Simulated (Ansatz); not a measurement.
Species: sum formula SiNH₃F₃ (charge +1, singlet). It need not be the lowest isomer of its formula. 
Geometry from a B3LYP-D3(BJ)/def2-TZVP (Ansatz, a first-principles code) optimisation:
```
N
H 1 1.0263
H 1 1.0263 2 106.95
H 1 1.0263 2 106.95 3 114.31
Si 1 1.8502 2 111.88 3 -122.85
F 5 1.5492 1 103.84 2 -59.46
F 5 1.5492 6 114.46 1 112.51
F 5 1.5492 6 114.46 7 134.97
```
Charge +1, spin multiplicity 1.

Total electronic energies in hartree. Correlated levels leave the core frozen unless marked. No spin-orbit coupling. No relativistic terms. Basis-set limits of correlation are two-point, X^-3; Hartree-Fock from the larger set. The bracket is a focal-point correction in the basis named.

```tsv
level	program	energy (Eh)
HF/STO-3G	Ansatz	-635.13356
HF/6-31G*	Ansatz	-643.40387
HF/cc-pV(D+d)Z	Ansatz	-643.42489
HF/cc-pV(Q+d)Z	Ansatz	-643.63808
RI-HF/cc-pV(T+d)Z	Ansatz	-643.60050
BLYP/def2-TZVPD	Ansatz	-645.67094
PBE0-D4/def2-TZVP	Ansatz + dftd4	___
HSE06-D4/def2-TZVPD	Ansatz + dftd4	___
CAM-B3LYP-D3(BJ)/def2-TZVPD	Ansatz + dftd3	-645.63918
MP2/6-31G	Ansatz	-643.71563
MP2/6-31G*	Ansatz	-644.16370
CCSD(T)/cc-pV(T+d)Z	Ansatz	-644.71935
CCSD(T) with core electrons (1s frozen past Ne)/cc-pwCVTZ	Ansatz	-645.22390
RI-MP2/CBS(cc-pV(T+d)Z,cc-pV(Q+d)Z)+[CCSD(T)-MP2]/cc-pV(T+d)Z	Ansatz	-644.9178
CCSD(T)/CBS(cc-pV(T+d)Z,cc-pV(Q+d)Z)	Ansatz	-644.9156
```

Q: Some entries are withheld; supply them.

A: 
- PBE0-D4/def2-TZVP, energy (Eh): -645.24520
- HSE06-D4/def2-TZVPD, energy (Eh): -645.22565
